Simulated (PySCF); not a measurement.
C5H11GeNO.
Cartesian coordinates in Å at the PBE0-D3(BJ)/def2-SVP level; atoms count from 1:
```xyz
19
C5H11GeNO angstrom
N      3.3452   -0.1739    0.0333
C      2.0745    0.0541    0.4448
O      1.7939    0.4050    1.5755
Ge     0.5713   -0.2056   -0.8417
C     -0.6107    1.3616   -0.7161
C     -1.9605    0.7560   -0.3072
C     -1.7298   -0.4401    0.6223
C     -0.7462   -1.4193   -0.0311
H      3.5553   -0.4489   -0.9153
H      4.1076   -0.0379    0.6897
H      1.0621   -0.5942   -2.2583
H     -0.2073    1.9979    0.0879
H     -0.6648    1.9632   -1.6341
H     -2.6096    1.5063    0.1739
H     -2.4988    0.4111   -1.2083
H     -2.6834   -0.9316    0.8776
H     -1.2932   -0.0765    1.5684
H     -0.2976   -2.1173    0.6898
H     -1.2348   -2.0143   -0.8198
```

Computed with PySCF at B3LYP/def2-SVPD, non-relativistic, on one gas-phase PBE0-D3(BJ)/def2-SVP geometry that isn't relaxed in the solvent. The solvent is an IEF-PCM continuum (van der Waals radii × 1.2), and excitations are vertical TDDFT with non-equilibrium linear response and a frozen core. The model holds no explicit solvent molecules, cavitation or dispersion. Spin–orbit coupling is left out although an atom past zinc is present.

Gas-phase singlets (H = HOMO, L = LUMO):

```
state  E (eV)  λ (nm)      f  leading configurations
   S1   4.816     257  0.002                 H→L 95%
   S2   5.904     210  0.033               H→L+1 97%
   S3   6.384     194  0.012    H→L+2 75%, H-1→L 20%
   S4   6.577     189  0.136    H-1→L 68%, H→L+2 14%
   S5   6.619     187  0.015               H→L+3 77%
```

Task: How does the list change in acetone (ε = 20.49)?

Result: 
```
state  E (eV)  λ (nm)      f  leading configurations  change by rank (eV)
   S1   4.970     249  0.004                 H→L 96%               +0.154
   S2   6.333     196  0.059               H→L+1 90%               +0.429
   S3   6.431     193  0.166               H-1→L 90%               +0.047
   S4   6.677     186  0.090    H→L+2 70%, H-2→L 18%               +0.100
   S5   6.848     181  0.013    H→L+3 70%, H-2→L 12%               +0.229
```

Task: The ground-state energy changes by -0.335 eV from gas to acetone. By how much does the total energy of gas-phase S1 change?

Result: E(S1) = E(S0) + excitation energy, so it changes by -0.335 + 0.154 = -0.181 eV: it is lowered less than the ground state, which is what a blue shift means. This is the vertical state, with the slow part of the continuum still set for S0.

Task: How do the frontier levels move from gas to acetone?

Result: 
```
orbital  gas (eV)  solvent (eV)  change (eV)                    Löwdin shares, gas                Löwdin shares, solvent
 LUMO+2      0.46          0.71        +0.25    Ge4 19 %, C6 11 %, H15 8 %, C5 8 %    Ge4 18 %, H9 12 %, H11 9 %, N1 7 %
 LUMO+1      0.11          0.42        +0.31  Ge4 26 %, H9 23 %, N1 13 %, H11 11 %     Ge4 26 %, H11 8 %, C2 7 %, O3 7 %
   LUMO     -0.35         -0.32        +0.03   C2 30 %, O3 19 %, Ge4 16 %, N1 15 %   C2 32 %, O3 20 %, N1 16 %, Ge4 14 %
   HOMO     -6.62         -6.75        -0.13    O3 53 %, C2 17 %, Ge4 13 %, N1 7 %    O3 50 %, C2 18 %, Ge4 14 %, N1 7 %
 HOMO-1     -7.62         -7.51        +0.11    C5 24 %, C8 23 %, Ge4 22 %, C6 5 %    C5 24 %, C8 23 %, Ge4 22 %, C6 5 %
 HOMO-2     -7.83         -7.80        +0.03             N1 46 %, O3 34 %, C2 11 %             N1 47 %, O3 34 %, C2 11 %
 HOMO-3     -8.32         -8.20        +0.12  Ge4 23 %, H11 17 %, C8 12 %, C5 11 %  Ge4 24 %, H11 18 %, C8 11 %, C5 10 %
```

The HOMO–LUMO gap goes from 6.27 to 6.43 eV. Rows go by rank; for LUMO+1 and LUMO+2 the atom shares or the degeneracy differ between the runs, so the row needn't follow one orbital.

On one thread of an Intel Xeon at 2.50 GHz, no GPU, on a shared host, this took 2.6 min and 1.3 GiB of memory at its peak. This is the whole response run at B3LYP/def2-SVPD in acetone, SCF included.
